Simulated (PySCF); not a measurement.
# Assignment exercise: C5H9NOSi

Bonds (- single, = double, # triple, : aromatic): C1=C2, C2-Si3, Si3-C4, C4-N5, N5-C6, C6-C7, C6=O8, C4-C2. C1 carries H9, H10; Si3 carries H11, H12; C4 carries H13; N5 carries H14; C7 carries H15, H16, H17. Stereochemistry as in C=C1[SiH2][C@@H]1NC(C)=O. H12 is cis to N5 on the ring; H10 is cis to Si3; H11 is trans to N5 on the ring; H9 is trans to Si3.

Calculated, not measured (PySCF): σ from GIAO-PBE0/pcSseg-1, geometry: GFN2-xTB. Non-relativistic Hamiltonian, one conformer, fast rotation and ring inversion assumed for equivalent nuclei, no solvent model.

Chemical shifts δ = σref − σ; TMS for 13C (186.93 ppm) and 1H (31.72 ppm), all at this level.

Q: Assign these signals to the numbered atoms. 13C{1H} NMR (computed): δ 168.3, 147.8, 134.9, 32.4, 24.4.

A: 
168.3 → C6, amide carbonyl carbon: lone-pair donation from the attached heteroatom keeps it upfield of a ketone carbonyl
147.8 → C2, fully substituted alkene carbon: an sp2 carbon of a C=C bond
134.9 → C1, terminal =CH2 carbon: the olefinic region
32.4 → C4, three-membered-ring carbon: the inductive effect lowers its shielding
24.4 → C7, methyl carbon α to a carbonyl: α to the electron-withdrawing carbonyl group

Q: Assign these signals to the numbered atoms. 1H NMR (300 MHz, computed): δ 6.89 (br s, 1H), 6.67 (br s, 1H), 4.57 (m, 1H), 3.86 (br, 1H), 3.56 (m, 1H), 3.26 (m, 1H), 1.88 (s, 3H).

A: 
| δ (ppm) | atoms | environment | reason |
| --- | --- | --- | --- |
| 6.89 | H9 | hydrogen on a terminal =CH2 carbon | a vinylic proton, deshielded by the sp2 carbon and the C=C anisotropy |
| 6.67 | H10 | hydrogen on a terminal =CH2 carbon | – |
| 4.57 | H13 | hydrogen on a three-membered-ring carbon | its carbon carries N, an electronegative neighbour |
| 3.86 | H14 | hydrogen on an amide-type nitrogen | exchangeable; this is the value without hydrogen bonding to other molecules |
| 3.56 | H11 | hydrogen on a silicon bonded to 2 C, in a 3-membered ring | – |
| 3.26 | H12 | hydrogen on a silicon bonded to 2 C, in a 3-membered ring | – |
| 1.88 | H15/H16/H17 | hydrogen on a methyl carbon α to a carbonyl | α to C=O |

OH and NH positions are those of a molecule without intermolecular hydrogen bonds; in solution they move with solvent, concentration and temperature, and exchange usually removes their couplings. Amide-type NH protons are broadened by 14N but still split neighbouring CH signals. Shifts are as computed. Against solution values, carbons near 30 ppm lie about +3 ppm off and those near 130 ppm about +5 ppm. Of 1211 compounds with measured shifts, 218 miss one by over three times the rms of a fit or turn the order of signals round; such compounds aren't used in these exercises. The C=O carbon of an acid or of an amide with N–H lies up to 10 ppm further downfield in solution, through hydrogen bonding that the calculation lacks. No couplings were computed; multiplicities are counted from neighbouring protons, with m where these are inequivalent, close in shift, in a saturated or five-membered ring or joined by F or P, and br s for small geminal =CH2 splittings.
